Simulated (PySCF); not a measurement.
F$_{4}$Sn, triplet, geometry from GFN2-xTB (such geometries of metal compounds can be far from the true shape) (a higher spin typed on purpose: for a closed-shell molecule this is an excited state) (all electrons, no relativity); PySCF with BLYP/STO-3G.

The PySCF input:
```python
from pyscf import gto, scf, dft

mol = gto.M(
    atom='''
F    -1.15511233   -1.80114488   -0.88430055
Sn   -0.00000000   -0.00000000    0.00000000
F    -1.38281791    1.85637017    0.04581776
F     0.68579348   -0.50481025    2.15296278
F     1.85213675    0.44958497   -1.31447998
''',
    basis='sto-3g',
    spin=2,
    verbose=4,
)

mf = dft.UKS(mol)
mf.xc = 'blyp'
mf.kernel()
```

Question: Predict the main parts of the log of this PySCF run.

Answer: 
```
PySCF version 2.14.0

[INPUT] verbose = 4
[INPUT] num. atoms = 5
[INPUT] num. electrons = 86
[INPUT] charge = 0
[INPUT] spin (= nelec alpha-beta = 2S) = 2
[INPUT] symmetry False subgroup None
[INPUT] Mole.unit = angstrom
[INPUT] Symbol           X                Y                Z      unit          X                Y                Z       unit  Magmom
[INPUT]  1 F     -1.155112330000  -1.801144880000  -0.884300550000 AA   -2.182845946808  -3.403670533863  -1.671085851302 Bohr   0.0
[INPUT]  2 Sn     0.000000000000   0.000000000000   0.000000000000 AA    0.000000000000   0.000000000000   0.000000000000 Bohr   0.0
[INPUT]  3 F     -1.382817910000   1.856370170000   0.045817760000 AA   -2.613147130043   3.508031207112   0.086583018041 Bohr   0.0
[INPUT]  4 F      0.685793480000  -0.504810250000   2.152962780000 AA    1.295961855212  -0.953953117373   4.068510010582 Bohr   0.0
[INPUT]  5 F      1.852136750000   0.449584970000  -1.314479980000 AA    3.500031202742   0.849592463021  -2.484007158424 Bohr   0.0

nuclear repulsion = 479.433205545317
number of shells = 23
number of NR pGTOs = 141
number of NR cGTOs = 47
basis = sto-3g
ecp = {}

******** <class 'pyscf.dft.uks.UKS'> ********
method = UKS
initial guess = minao
damping factor = 0
level_shift factor = 0
DIIS = <class 'pyscf.scf.diis.CDIIS'>
diis_start_cycle = 1
diis_space = 8
diis_damp = 0
SCF conv_tol = 1e-09
SCF conv_tol_grad = None
SCF max_cycles = 50
direct_scf = True
direct_scf_tol = 1e-13
number electrons alpha = 44  beta = 42
XC library pyscf.dft.libxc version 7.1.2
    S. Lehtola, C. Steigemann, M. J. T. Oliveira, and M. A. L. Marques,  SoftwareX 7, 1–5 (2018)
XC functionals = blyp
    A. D. Becke,  Phys. Rev. A 38, 3098 (1988)
    C. Lee, W. Yang, and R. G. Parr,  Phys. Rev. B 37, 785 (1988)
    B. Miehlich, A. Savin, H. Stoll, and H. Preuss,  Chem. Phys. Lett. 157, 200 (1989)
radial grids:
    Treutler-Ahlrichs [JCP 102, 346 (1995); DOI:10.1063/1.469408] (M4) radial grids

becke partition: Becke, JCP 88, 2547 (1988); DOI:10.1063/1.454033
pruning grids: <function nwchem_prune>
grids dens level: 3
symmetrized grids: False
atomic radii adjust function: <function treutler_atomic_radii_adjust>
small_rho_cutoff = 0
Set gradient conv threshold to 3.16228e-05
tot grids = 79008
init E= -6341.7945293791

cycle= 1 E= -6358.42523973066  delta_E= -16.6  |g|= 0.176  |ddm|= 2.06

cycle= 2 E= -6357.78188141173  delta_E= 0.643  |g|= 0.818  |ddm|= 1.78

cycle= 3 E= -6358.28594531851  delta_E= -0.504  |g|= 0.376  |ddm|= 1.38

cycle= 4 E= -6358.01049732683  delta_E= 0.275  |g|= 0.607  |ddm|= 1.46

cycle= 5 E= -6358.10265356819  delta_E= -0.0922  |g|= 0.526  |ddm|= 1.49

cycle= 6 E= -6358.03863270811  delta_E= 0.064  |g|= 0.586  |ddm|= 1.46

cycle= 7 E= -6358.24553221128  delta_E= -0.207  |g|= 0.403  |ddm|= 1.46

cycle= 8 E= -6358.21193307971  delta_E= 0.0336  |g|= 0.424  |ddm|= 1.41

cycle= 9 E= -6358.33649631753  delta_E= -0.125  |g|= 0.289  |ddm|= 0.908

cycle= 10 E= -6358.30045211924  delta_E= 0.036  |g|= 0.345  |ddm|= 1.42

cycle= 11 E= -6358.2302949776  delta_E= 0.0702  |g|= 0.409  |ddm|= 0.39

cycle= 12 E= -6358.0927340267  delta_E= 0.138  |g|= 0.528  |ddm|= 1.36

cycle= 13 E= -6358.28642041211  delta_E= -0.194  |g|= 0.363  |ddm|= 1.25

cycle= 14 E= -6358.35642600709  delta_E= -0.07  |g|= 0.252  |ddm|= 1.31

cycle= 15 E= -6358.2154357066  delta_E= 0.141  |g|= 0.419  |ddm|=  1.4

cycle= 16 E= -6358.21665020559  delta_E= -0.00121  |g|= 0.418  |ddm|= 0.0338

cycle= 17 E= -6358.10496384136  delta_E= 0.112  |g|= 0.521  |ddm|=  1.4

cycle= 18 E= -6358.18521500314  delta_E= -0.0803  |g|= 0.441  |ddm|= 0.267

cycle= 19 E= -6358.23340882489  delta_E= -0.0482  |g|= 0.416  |ddm|= 1.38

cycle= 20 E= -6358.27060381017  delta_E= -0.0372  |g|= 0.387  |ddm|= 0.403

cycle= 21 E= -6358.19582587983  delta_E= 0.0748  |g|= 0.436  |ddm|= 0.435

cycle= 22 E= -6358.18500743834  delta_E= 0.0108  |g|= 0.441  |ddm|= 0.354

cycle= 23 E= -6353.07938771641  delta_E= 5.11  |g|= 2.57  |ddm|= 3.07

cycle= 24 E= -6356.97884281456  delta_E= -3.9  |g|=  1.2  |ddm|=  2.1
cycle= 25 E= -6357.78586393027  delta_E= -0.807  |g|= 0.771  |ddm|= 1.53
cycle= 26 E= -6357.84959817403  delta_E= -0.0637  |g|= 0.754  |ddm|= 1.55
cycle= 27 E= -6355.75154965533  delta_E=  2.1  |g|= 1.81  |ddm|= 2.51
cycle= 28 E= -6357.82579599278  delta_E= -2.07  |g|= 0.767  |ddm|= 1.71

cycle= 29 E= -6358.13152857751  delta_E= -0.306  |g|= 0.496  |ddm|= 0.473

cycle= 30 E= -6358.244102151  delta_E= -0.113  |g|= 0.412  |ddm|= 1.43
cycle= 31 E= -6351.55646076891  delta_E= 6.69  |g|= 2.82  |ddm|= 3.24
cycle= 32 E= -6357.64004545105  delta_E= -6.08  |g|= 0.919  |ddm|= 2.53

cycle= 33 E= -6358.00402082743  delta_E= -0.364  |g|= 0.609  |ddm|= 0.492

cycle= 34 E= -6358.01245193804  delta_E= -0.00843  |g|= 0.609  |ddm|=  1.5

cycle= 35 E= -6358.19068139415  delta_E= -0.178  |g|= 0.44  |ddm|= 1.44

cycle= 36 E= -6358.2240222682  delta_E= -0.0333  |g|= 0.425  |ddm|= 1.38

cycle= 37 E= -6358.32691531017  delta_E= -0.103  |g|= 0.308  |ddm|= 1.41

cycle= 38 E= -6358.28139550686  delta_E= 0.0455  |g|= 0.383  |ddm|= 1.34

cycle= 39 E= -6358.20213668467  delta_E= 0.0793  |g|= 0.431  |ddm|= 1.31

cycle= 40 E= -6358.2390499388  delta_E= -0.0369  |g|= 0.406  |ddm|= 1.37

cycle= 41 E= -6358.27721415885  delta_E= -0.0382  |g|= 0.376  |ddm|= 0.573

cycle= 42 E= -6357.95556324378  delta_E= 0.322  |g|= 0.659  |ddm|= 1.36

cycle= 43 E= -6358.25296056043  delta_E= -0.297  |g|= 0.399  |ddm|= 0.601

cycle= 44 E= -6358.36505239247  delta_E= -0.112  |g|= 0.248  |ddm|= 1.42

cycle= 45 E= -6358.25771431538  delta_E= 0.107  |g|= 0.394  |ddm|= 0.835

cycle= 46 E= -6358.31247128377  delta_E= -0.0548  |g|= 0.321  |ddm|= 1.41

cycle= 47 E= -6358.22341344965  delta_E= 0.0891  |g|= 0.412  |ddm|= 0.604

cycle= 48 E= -6358.21382743403  delta_E= 0.00959  |g|= 0.421  |ddm|= 0.105

cycle= 49 E= -6358.19429961666  delta_E= 0.0195  |g|= 0.432  |ddm|= 1.38

cycle= 50 E= -6357.70256466167  delta_E= 0.492  |g|= 0.882  |ddm|=  1.6
SCF not converged.
SCF energy = -6357.70256466167 after 50 cycles  <S^2> = 2.0085084  2S+1 = 3.0056669
```

Convergence was not reached.
